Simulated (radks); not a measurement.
Problem. Valence configurations of Bi. All-electron calculation, scalar-relativistic Kohn-Sham, PBE, spin-polarised, spherical densities, finite nucleus; open shells are filled with parallel spins first (spin-orbit coupling, left out, can overturn this in heavy ions); Fermi nuclear charge, rms radius 5.5211 fm. Program: a radial shooting solver on a logarithmic mesh with Libxc functionals. Order these by energy: [Xe] 4f12 5d10 6s2 6p5; [Xe] 4f14 5d10 6s1.5 6p3.5; [Xe] 4f14 5d10 6s1 6p4; [Xe] 4f14 5d10 6p5; [Xe] 4f13.5 5d10 6s0.5 6p5; [Xe] 4f12.5 5d10 6s1.5 6p5; [Xe] 4f14 5d9 6s1.5 6p4.5; [Xe] 4f13 5d10 6s2 6p4; [Hg] 6p3; [Xe] 4f13 5d10 6s1 6p5.

Solution. From the lowest, in eV above it: [Hg] 6p3 0.000; [Xe] 4f14 5d10 6s1.5 6p3.5 5.027; [Xe] 4f14 5d10 6s1 6p4 10.100; [Xe] 4f14 5d10 6p5 21.660; [Xe] 4f14 5d9 6s1.5 6p4.5 30.088; [Xe] 4f13.5 5d10 6s0.5 6p5 93.328; [Xe] 4f13 5d10 6s2 6p4 157.88; [Xe] 4f13 5d10 6s1 6p5 169.00; [Xe] 4f12.5 5d10 6s1.5 6p5 249.43; [Xe] 4f12 5d10 6s2 6p5 334.04. NIST lists [Hg] 6p3 as the ground configuration; this level of theory agrees among the configurations tried. The energies are those of spherical high-spin densities, not of single terms.
